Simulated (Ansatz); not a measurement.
Input (CCSDT(Q)/cc-pVDZ; Ansatz, a program for electronic structure):

Ansatz 0.2 input:
```yaml
crystal:
  periodic: [false, false, false]
  atoms:
    - {symbol: B, position_ang: [0.00588542, -0.28236459, 0.32241942]}
    - {symbol: H, position_ang: [-0.01563118, -0.90914626, 1.35944052]}
    - {symbol: O, position_ang: [0.23328680, -1.08679963, -0.71626105]}
    - {symbol: N, position_ang: [-0.19178403, 1.10462367, 0.30680978]}
    - {symbol: H, position_ang: [-0.35750677, 1.62908022, 1.14628835]}
    - {symbol: H, position_ang: [-0.18009533, 1.65392033, -0.53540607]}
basis:
  gaussian:
    orbitals: cc-pVDZ
magnetization: {spin_polarized: true, initial_magnetization: 1}
correlation: {method: ccsdt_q, electrons: outside_noble_gas}
```

Output:

```
Functional definition: HF
integrals: 0.06 GiB planned
1057 factors; integrals over basis functions are off by at most 1.6e-7 eV
mean field: 0.18 GiB planned
mean field evaluation 1: about -4234.4097 eV, gradient 2.7e1 eV
mean field evaluation 2: about -4234.4857 eV, gradient 2.7e1 eV
mean field evaluation 4: about -4238.9513 eV, gradient 4.4e0 eV
mean field evaluation 8: about -4239.4836 eV, gradient 7.7e-1 eV
mean field evaluation 16: about -4239.5136 eV, gradient 2.5e-5 eV
mean field evaluation 32: about -4237.3564 eV, gradient 4.9e0 eV
mean field evaluation 64: about -4238.6586 eV, gradient 5.2e-2 eV
mean field evaluation 96: about -4238.5412 eV, gradient 1.4e0 eV
mean field evaluation 128: about -4238.6364 eV, gradient 6.4e-1 eV
mean field evaluation 160: about -4234.3136 eV, gradient 2.4e1 eV
mean field evaluation 192: about -4234.3109 eV, gradient 1.2e1 eV
mean field -4239.51355102 eV, -155.7992493544 hartree, gradient 1.6e-6 eV, S^2 0.758777; 7 other end points of the search recorded, 0 dependent functions left out
determinant -4239.51355102 eV, -155.7992493544 hartree, with singles and doubles -4251.17320602 eV, -156.2277337727 hartree
determinant -4238.65865392 eV, -155.7678324656 hartree, with singles and doubles -4250.28458925 eV, -156.1950777087 hartree
3 core orbitals not correlated
reference -4239.51355102 eV, -155.7992493544 hartree; 9, 8 occupied and 45, 46 virtual orbitals, 1057 factors
second order -10.72605936 eV of doubles, -0.00000000 eV of singles
coupled cluster: 1.61 GiB planned
cycle   1  -11.26594381 eV  change   -5.4e-1 eV  update   8.9e-2
cycle   2  -11.71462608 eV  change   -4.5e-1 eV  update   3.8e-2
cycle   3  -11.97842436 eV  change   -2.6e-1 eV  update   2.5e-2
cycle   4  -11.96247285 eV  change    1.6e-2 eV  update   1.2e-2
cycle   5  -11.95682854 eV  change    5.6e-3 eV  update   8.2e-3
cycle   6  -11.97289089 eV  change   -1.6e-2 eV  update   4.0e-3
cycle   7  -11.97484551 eV  change   -2.0e-3 eV  update   2.0e-3
cycle   8  -11.97316573 eV  change    1.7e-3 eV  update   1.1e-3
cycle   9  -11.97369465 eV  change   -5.3e-4 eV  update   7.3e-4
cycle  10  -11.97361109 eV  change    8.4e-5 eV  update   4.9e-4
cycle  11  -11.97345424 eV  change    1.6e-4 eV  update   3.1e-4
cycle  12  -11.97383276 eV  change   -3.8e-4 eV  update   1.6e-4
cycle  13  -11.97384949 eV  change   -1.7e-5 eV  update   7.2e-5
cycle  14  -11.97386890 eV  change   -1.9e-5 eV  update   4.1e-5
cycle  15  -11.97391081 eV  change   -4.2e-5 eV  update   2.1e-5
cycle  16  -11.97392339 eV  change   -1.3e-5 eV  update   1.2e-5
cycle  17  -11.97392872 eV  change   -5.3e-6 eV  update   6.9e-6
cycle  18  -11.97393224 eV  change   -3.5e-6 eV  update   3.4e-6
cycle  19  -11.97393197 eV  change    2.8e-7 eV  update   1.9e-6
perturbative correction -0.02514078 eV, -0.0009239067 hartree
Total energy: -4251.51262377 eV, -156.2402071448 hartree
```
